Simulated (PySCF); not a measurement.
**Electronic structure of Ar⁺ (argon, charge +1) at the UHF level**

Configuration: [Ne] 3s1 3p6, 2S determinant (an excited configuration). Computed with PySCF 2.14 in aug-cc-pVQZ-DK, with the spin-free X2C one-electron Hamiltonian (Gaussian nucleus).

* Total energy: -527.401542 hartree
* One-electron energy: -720.5195 hartree
* Hartree (Coulomb) energy: 222.8868 hartree
* Exchange energy: -29.7689 hartree
* ⟨S²⟩: 0.7602
* ⟨L²⟩: 0.000
* Sum of ⟨r⟩: 13.96 bohr
* Sum of ⟨r²⟩: 20.83 bohr²
* Langevin diamagnetic susceptibility: -16.5 ×10⁻⁶ cm³/mol

```
shell  electrons  mean orbital energy (eV)  rms radius, mean of both spins (bohr)
 1s α          1                   -3257.0                                 0.0991
 1s β          1                   -3256.1                                 0.0991
 2s α          1                   -353.83                                  0.447
 2s β          1                   -352.28                                  0.447
 2p α          3                   -276.77                                  0.416
 2p β          3                   -276.00                                  0.416
 3s α          1                   -50.052                                   1.46
 3p α          3                   -30.191                                   1.70
 3p β          3                   -26.032                                   1.70
```

Densities and radii are taken from the X2C orbitals without a picture-change correction, which distorts them close to the nucleus.
